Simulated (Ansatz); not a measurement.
PBE exchange is replaced step by step with exact exchange (0 % is PBE, 25 % PBE0; no dispersion term), basis def2-TZVP, Ansatz. System: the cluster V2O2. Total charge 0; singlet. Geometry: r2SCAN-D4/def2-SVP.

Geometry of the singlet:

```csv
atom,x (Å),y (Å),z (Å)
V1,-0.531,0.475,-0.587
V2,0.531,-0.476,0.587
O3,-0.435,0.945,1.159
O4,0.435,-0.944,-1.159
```

The restricted singlet is unstable towards broken spin symmetry at other levels; at PBE with 5 % exact exchange/def2-TZVP, PBE with 10 % exact exchange/def2-TZVP, PBE with 15 % exact exchange/def2-TZVP, PBE with 35 % exact exchange/def2-TZVP and others this wasn't settled. At PBE0-D4/def2-TZVP the restricted singlet is unstable: a solution with broken spin symmetry lies lower. The geometry of the singlet was relaxed on an unsound state (restricted singlet, unstable towards broken spin symmetry at other levels and untested here). The order of the spin states hangs on the level: the quintet lies 0.72 eV below the singlet at PBE0-D4/def2-TZVP, but 0.81 eV above it at PBE-D4/def2-TZVP. The singlet is doubtful at PBE0-D4/def2-TZVP (restricted singlet, unstable towards broken spin symmetry). The quintet is doubtful at PBE0-D4/def2-TZVP (⟨S²⟩ 6.87, where a pure state has 6.00). The quintet is doubtful at PBE-D4/def2-TZVP (⟨S²⟩ 6.70, where a pure state has 6.00). The structure comes from a short search, and lower isomers may exist.

```tsv
exact exchange (%)	HOMO (eV)	LUMO (eV)	gap (eV)
0	-4.53	-3.17	1.36
5	-4.70	-2.86	1.83
15	-5.03	-2.45	2.58
25	-5.37	-2.20	3.17
35	-5.70	-1.95	3.75
50	-6.31	-1.48	4.82
```

Q: Estimate the row for 10 %.

A: 
```tsv
exact exchange (%)	HOMO (eV)	LUMO (eV)	gap (eV)
10	-4.86	-2.58	2.28
```
